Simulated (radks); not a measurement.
Results of a calculation; reference values are marked as such.
Successive ionisation energies (eV) of one element, from differences of total energies of ions in their ground configurations, starting at charge 22: 749.52, 789.96, 830.77, 883.19, 926.00, 969.27, 1012.9, 1057.0, 1224.6, 1267.9, 1310.9, 1367.0, 1411.7, 1455.9, 1569.2, 1618.4, 2897.4, 3004.3, 3112.2, 3221.0, 3330.5, 3473.3. Code: a radial shooting solver on a logarithmic mesh with Libxc functionals. Model: non-relativistic Kohn-Sham, PBE, spin-polarised, spherical densities, point nucleus; open shells are filled with parallel spins first (spin-orbit coupling, left out, can overturn this in heavy ions); relativity is left out, which matters for an element this heavy. Which element is it?

Answer. Dysprosium (Z = 66). The first species listed is Dy22+ in [Kr] 4d8, the last Dy43+ in [Ar] 3d5.
